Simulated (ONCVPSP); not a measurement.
# chlorine (Cl): variants of one ONCV potential

Base potential:

```json
{
  "Element": "Cl (Z = 17)",
  "Generator": "ONCVPSP 4.0.1",
  "Type": "optimised norm-conserving Vanderbilt (ONCV)",
  "Functional": "BLYP",
  "Relativity": "scalar-relativistic",
  "Frozen core": "[Ne]",
  "Valence charge": "7",
  "Reference configuration": "3s2 3p5",
  "Partial waves": "3s: rc 1.15 bohr, ncon 4, nbas 8, qcut 6.2 1/bohr, 2 projectors, debl 1.5 Ha; 3p: rc 1.55 bohr, ncon 5, nbas 9, qcut 5.8 1/bohr, 2 projectors, debl 4 Ha",
  "Local potential": "polynomial inside 0.80 bohr (lpopt 5, dvloc0 0 Ha)",
  "Core correction": "none"
}
```

Cutoffs, loose and tight: the cutoffs (Ha) at which the residual kinetic energy of the hardest occupied pseudo-wave falls to 1 and 0.1 mHa per electron. They do not see the model core or the augmentation charge, which bear on the density cutoff. Test errors are all-electron minus pseudo excitation energies from the reference, over the configurations 3s2 3p4; 3s2 3p3; 3s2 3p2; 3s2 3p1. A dash means not determined; rows that change the core or the reference have their own tests.

A true bound ghost makes a file unfit for plane-wave use even where its test errors are small: the radial tests pick states by their node count and pass the ghost by.

| change | outcome | cutoff, loose | cutoff, tight | bound ghosts | GHOST(+) flags above zero | largest test error (meV) |
| --- | --- | --- | --- | --- | --- | --- |
| base | generated | 16 Ha | 48 Ha | none | s | +189 |
| s: qcut 7.1; p: qcut 6.6 | generated | 16 Ha | 62 Ha | s | none | +189 |
| reference 3s1 3p6 | generated | 16 Ha | 47 Ha | none | s | +12 |
| p: qcut 3.3 | generated | 16 Ha | 48 Ha | none | s | +189 |
| p: nproj 1 | generated | 16 Ha | 48 Ha | none | s | +229 |
| local potential polynomial inside 0.80 bohr (lpopt 5, dvloc0 -2.5 Ha) | generated | 16 Ha | 48 Ha | none | s | +189 |
| functional Wu-Cohen | generated | 16 Ha | 46 Ha | none | s | +175 |
| all radii scaled by about 1.29 (s 1.48, p 2.00 bohr); local potential polynomial inside 1.04 bohr (lpopt 5, dvloc0 0 Ha) | generated | 15 Ha | 20 Ha | none | s | +129 |
| s: ncon 3, nbas 7 | generated | 16 Ha | 25 Ha | none | s | +189 |
